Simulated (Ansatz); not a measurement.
A run on CH7BSSi, SMILES `CSB[SiH3]` with other settings.

```yaml
crystal:
  periodic: [false, false, false]
  atoms:
    - {symbol: C, position_ang: [-0.984303, 2.074726, 1.054879]}
    - {symbol: S, position_ang: [0.412936, 1.183803, 0.124108]}
    - {symbol: B, position_ang: [-0.115885, -0.558924, -0.088208]}
    - {symbol: Si, position_ang: [1.190683, -1.876343, -1.089788]}
    - {symbol: H, position_ang: [-1.370103, 2.936776, 0.408701]}
    - {symbol: H, position_ang: [-0.567407, 2.498925, 2.032517]}
    - {symbol: H, position_ang: [-1.832249, 1.341917, 1.276445]}
    - {symbol: H, position_ang: [-1.229659, -0.926109, 0.361359]}
    - {symbol: H, position_ang: [0.483086, -2.477622, -2.350229]}
    - {symbol: H, position_ang: [2.512982, -1.185339, -1.556092]}
    - {symbol: H, position_ang: [1.568588, -3.071765, -0.152168]}
basis:
  gaussian: {orbitals: "6-31G*", final_grid: {core_spheres: 1, valence_spheres: 1, degree: 3}}
hamiltonian: {xc: {name: wB97M-V}}
correlation: {diis_vectors: 4}
scf: {lower_state_search: off}
```

```sh
$ ansatz run in.yaml --threads 2 --pin off --events-out ev --progress --plain --max-ram 4352MiB
```

Shortened log:

```
Error: invalid value for `correlation`: name a method or an active space
```
